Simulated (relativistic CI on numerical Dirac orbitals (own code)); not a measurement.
Radial Dirac CI calculation of Tm²⁺.

Command:

```sh
python run_levels.py task.json out
```

Input:

```
atom Tm  Z=69  charge=2  electrons=67
nucleus A=169  rms_radius_fm=5.2256
hamiltonian dirac-coulomb  breit=on  qed=on  c_scale=1
orbitals kli  potential=per-configuration
slater_scale 1
correlation none
mixing on
grid step=0.0125 r_max=86.5
scf mixing=0.4 start=thomas-fermi max_iterations=150 tolerance=2e-08 node_fill=0.05
configurations
  [Xe] 4f13
  [Xe] 4f12 6s
end
```

Output:

```
SCF 1: [Xe] 4f13
 iter      energy (Ha)   residual   last orbital (Ha)
    1    -13573.146585   3.07e-01     -1.30083
    2    -13573.527460   1.30e-01     -1.52529
    3    -13573.602667   1.05e-01     -1.73877
    4    -13573.635644   2.43e-02     -1.77972
    5    -13573.639665   3.14e-03     -1.80120
    6    -13573.640187   1.17e-03     -1.79633
    7    -13573.639950   1.29e-04     -1.79751
    8    -13573.639966   3.54e-05     -1.79765
    9    -13573.639970   8.32e-06     -1.79760
   10    -13573.639969   2.43e-06     -1.79759
   11    -13573.639969   2.22e-07     -1.79759
   12    -13573.639969   7.30e-09     -1.79759
SCF 2: [Xe] 4f12 6s
 iter      energy (Ha)   residual   last orbital (Ha)
    1    -13572.739313   6.91e-01     -0.68282
    2    -13573.480171   1.79e-01     -0.82916
    3    -13573.551528   6.79e-02     -0.79532
    4    -13573.595764   4.44e-02     -0.74787
    5    -13573.591964   4.36e-03     -0.72591
    6    -13573.593708   5.33e-03     -0.71944
    7    -13573.592239   4.02e-03     -0.71743
    8    -13573.593303   1.28e-03     -0.71762
    9    -13573.593048   3.49e-05     -0.71757
   10    -13573.593059   7.97e-06     -0.71756
   11    -13573.593058   2.62e-07     -0.71756
   12    -13573.593058   1.93e-08     -0.71756
orbital energies (Ha): 4p3/2 -12.3976  4d3/2 -7.3883  4d5/2 -7.0799  5s -2.8311  5p1/2 -2.0084  5p3/2 -1.7976  4f5/2 -1.0328  4f7/2 -0.9889
configuration averages (Ha): Dirac-Coulomb, Breit, QED
  4f13                        -13573.639969   13.447627    9.073133
  4f12 6s                     -13573.593058   13.451577    9.074387
levels: no., configuration, term, J, E (cm-1), weight
   1 4f12 6s                4H   13/2             0.0  0.99
   2 4f12 6s                2H   11/2           866.3  0.65
   3 4f13                   2F*  7/2           5512.7  1.00
   4 4f12 6s                4F   9/2           6904.7  0.55
   5 4f12 6s                2G   7/2           7318.5  0.36
   6 4f12 6s                4H   11/2          8546.6  0.66
   7 4f12 6s                4H   9/2           8639.0  0.64
   8 4f12 6s                4H   7/2          13391.0  0.58
   9 4f12 6s                2H   9/2          13575.7  0.42
  10 4f13                   2F*  5/2          14344.7  1.00
  11 4f12 6s                4F   7/2          16463.5  0.67
  12 4f12 6s                4F   5/2          16467.2  0.83
  13 4f12 6s                4F   3/2          17513.7  0.85
  14 4f12 6s                2F   5/2          18287.1  0.75
lowest total energy -13551.161574 Ha
end: converged
```

Against the reference input this run has: start potential thomas-fermi. The reference run ends at -13551.161574 Ha with Breit and QED terms. The change (start potential thomas-fermi) leaves the energy and the levels as they were.

With so few configurations and no correlation the model can put configurations in the wrong order; the tabulated ground configuration is [Xe] 4f13. Terms and fine structure of an open d or f shell near neutrality can be off by tens of per cent either way. Levels that differ in their count of f electrons can be misplaced by tens of thousands of cm⁻¹.
